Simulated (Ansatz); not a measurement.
Gas-phase reaction (SMILES): Cl[Si](Cl)(Cl)Br -> Cl atom + Cl[Si](Cl)Br; the Cl-Si bond at the site shown breaks (other sites are not compared here).

Geometries: B3LYP-D3(BJ)/def2-TZVP minima from Ansatz (an electronic-structure program). Cores are frozen in the correlated levels unless marked. Open shells are spin-unrestricted. Spin-orbit coupling is left out. The frozen core is the preceding noble-gas configuration, with the filled d and f shells of earlier blocks. Non-relativistic. CBS(X,Y): correlation extrapolated as X^-3; Hartree-Fock from the larger set. [CCSD(T)-MP2]/basis is that difference in the basis named. Thermal terms are rigid-rotor harmonic-oscillator values from B3LYP-D3(BJ) frequencies (Ansatz) at 298.15 K and 1 atm. 1 Eh = 627.5095 kcal/mol. Atoms have translation alone.

| species | E, RI-MP2/CBS(def2-TZVPP,def2-QZVPP)+[CCSD(T)-MP2]/def2-TZVPP (Ansatz) (Eh) | E, B3LYP-D3(BJ)/def2-TZVPD (Ansatz + dftd3) (Eh) | H - E (Eh) |
|---|---|---|---|
| Cl[Si](Cl)(Cl)Br | -4241.29033 | -4244.61146 | 0.01441 |
| Cl atom | -459.70761 | -460.16775 | 0.00236 |
| Cl[Si](Cl)Br | -3781.40637 | -3784.27945 | 0.01082 |

Question: Work out ΔE and ΔH at 298.15 K at the first level, then ΔH at the second.

Answer: 
1. ΔE = [(-459.70761) + (-3781.40637)] - [(-4241.29033)] = 0.17635 Eh = 110.7 kcal/mol at RI-MP2/CBS(def2-TZVPP,def2-QZVPP)+[CCSD(T)-MP2]/def2-TZVPP.
2. The terms H - E add up to -0.00123 Eh, so ΔH = (0.17635 + (-0.00123))×627.5095 = 109.9 kcal/mol.
3. At B3LYP-D3(BJ)/def2-TZVPD the same steps give ΔE = 103.1 and ΔH = 102.3 kcal/mol, a shift of -7.6 from the first level.
4. These values are not checked against measurement here, since the tables used lack a sound gas-phase enthalpy of formation for at least one species.
